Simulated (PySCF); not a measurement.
Point-charge models of `CC(=O)O[SiH2]C(=O)O` against its computed dipole.

Coordinates (GFN2-xTB, Å) and charges (e) from the PBE0/pcSseg-1 density (PySCF):

```csv
atom,x,y,z,Mulliken,IAO,Hirshfeld,ESP-fitted
C1,-2.749,-0.426,0.088,-0.2364,-0.4742,-0.1170,-0.7103
C2,-1.607,0.530,-0.073,+0.4022,+0.5419,+0.2296,+0.9408
O3,-1.701,1.712,-0.249,-0.3975,-0.4482,-0.2528,-0.5650
O4,-0.418,-0.076,0.012,-0.5690,-0.5924,-0.1872,-0.5596
Si5,1.014,0.731,-0.103,+0.8154,+0.9571,+0.4049,+0.5703
C6,2.305,-0.674,0.065,+0.2045,+0.2735,+0.1187,+0.5803
O7,2.132,-1.849,0.251,-0.3823,-0.4283,-0.2609,-0.5032
O8,3.532,-0.150,-0.059,-0.3675,-0.4800,-0.1771,-0.6475
H9,-3.676,0.041,-0.232,+0.1429,+0.1717,+0.0584,+0.1883
H10,-2.556,-1.333,-0.479,+0.1475,+0.1750,+0.0593,+0.2063
H11,-2.827,-0.696,1.140,+0.1524,+0.1784,+0.0646,+0.2069
H12,1.159,1.362,-1.408,-0.0736,-0.1195,-0.0635,-0.0831
H13,1.174,1.668,1.003,-0.0748,-0.1199,-0.0634,-0.0851
H14,4.215,-0.841,0.022,+0.2360,+0.3648,+0.1866,+0.4609
```

Question: Form Σ q r in debye for every column and set it beside the full dipole.

Answer: The full density gives (0.64, -0.62, 0.13) D, 0.90 D in size; dipole vectors point from the negative to the positive end.

```
    scheme     μx     μy     μz  size (D)  share of the full size (%)  angle to the full dipole (°)
  Mulliken  -1.96   0.85   0.00      2.14                         237                           158
       IAO   0.53   0.61  -0.01      0.81                          90                            93
 Hirshfeld   0.25   0.03   0.03      0.26                          29                            51
ESP-fitted   0.64  -0.60   0.13      0.89                          98                             1
```

Question: Which set comes closest?

Answer: Length of the difference vector: ESP-fitted 0.03 D, Hirshfeld 0.77 D, IAO 1.24 D, Mulliken 2.99 D. Closest: ESP-fitted. 

Question: What is left for the Hirshfeld atoms' own dipoles?

Answer: The shares of the density sum to the whole, so what Σ q r misses lies in dipoles about the nuclei. The atomic dipoles sum to (0.64, -0.62, 0.13) − (0.25, 0.03, 0.03) = (0.39, -0.65, 0.10) D, 0.77 D in size.

Question: With the origin at the mean of the coordinates, (0.000, 0.000, -0.002) Å, which are the largest single terms, by size, of the Hirshfeld dipole along the direction of the full one?

Answer: O7 -3.54, H14 +3.20, O3 +2.94, O8 -2.21, C2 -1.67 D; all 14 atoms together +0.16 D. The single terms depend on the origin, their sum doesn't.

Question: Give the size of the full dipole in other units.

Answer: 0.90 D = 0.355 au = 0.188 e·Å = 3.01 × 10⁻³⁰ C·m.

Geometry: GFN2-xTB, one conformer, isolated molecule.

Conformer computed: `[CH3:1][C:2](=[O:3])[O:4][SiH2:5][C:6](=[O:7])[OH:8]`: C1–C2–O4–Si5 -179°, C2–O4–Si5–C6 -179°, O4–Si5–C6–O7 -2°, H–O8–C6–Si5 180°.
